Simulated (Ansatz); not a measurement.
**Relative stability**

Two relaxed structures of CH$_{5}$NSn, closed shell (PBE0-D4/def2-TZVP; forces vanish, vibrations not checked).

A:

```json
{"atom": "N1", "x (Å)": "-1.3020", "y (Å)": "0.9817", "z (Å)": "-0.8281"}
{"atom": "C2", "x (Å)": "-0.4791", "y (Å)": "0.0212", "z (Å)": "-0.8221"}
{"atom": "Sn3", "x (Å)": "0.7518", "y (Å)": "-0.2732", "z (Å)": "0.9252"}
{"atom": "H4", "x (Å)": "-1.8290", "y (Å)": "1.0233", "z (Å)": "-1.7049"}
{"atom": "H5", "x (Å)": "-0.3679", "y (Å)": "-0.6683", "z (Å)": "-1.6731"}
{"atom": "H6", "x (Å)": "0.3651", "y (Å)": "0.9224", "z (Å)": "2.0698"}
{"atom": "H7", "x (Å)": "2.3975", "y (Å)": "-0.1725", "z (Å)": "0.4754"}
{"atom": "H8", "x (Å)": "0.4635", "y (Å)": "-1.8345", "z (Å)": "1.5579"}
```

B:

```csv
atom,x (Å),y (Å),z (Å)
N1,-1.2634,0.9135,-0.8043
C2,-0.4398,-0.0855,-0.9022
Sn3,0.7581,-0.3067,0.8964
H4,-1.8838,1.1258,-1.5819
H5,-1.3807,1.5502,-0.0111
H6,0.3244,0.9146,2.0459
H7,2.4146,-0.1507,0.5175
H8,0.4919,-1.8430,1.5899
```

Ansatz 0.2.0; basis: def2-TZVPP; cores frozen in the correlated methods. Filled d shells of the heavier atoms are correlated. Core potentials replace the inner electrons of the atoms past krypton. The def2 sets are not built for correlating such inner shells, so the correlated values are less sure here. B3LYP uses VWN-RPA correlation.

**Question.** Which structure is lower at CCSD(T), and by how much? (To be estimated.)

**Answer.** Computed: A, by 142.5 kJ/mol (electronic energy, against the other). By their contacts, A is CH₅NSn ([NH][CH][SnH3]) and B is CH₅NSn ([NH2][C][SnH3]).

All methods give the same order:

| method | E(B) − E(A) (kJ/mol) |
| --- | --- |
| PBE-D4 | 133.6 |
| r2SCAN-D4 | 135.9 |
| PBE0-D4 | 134.7 |
| B3LYP-D4 | 135.0 |
| wB97M-V | 132.6 |
| HF | 130.5 |
| MP2 | 151.6 |
| CCSD | 141.5 |
| CCSD(T) | 142.5 |

The T1 diagnostic stays at or below 0.017.

Labels in which every atom is bracketed show which atoms are joined, not bond orders.

For scale, one of the runs: CCSD(T)/def2-TZVPP, 182 basis functions, launched by `ansatz run in.yaml --threads 2 --pin off --events-out ev --progress --plain --max-ram 4352MiB`. Time: 88 s of wall clock on 2 CPU threads of an Intel Xeon Platinum 8259CL; the host was shared. Peak host memory: 2 GiB.
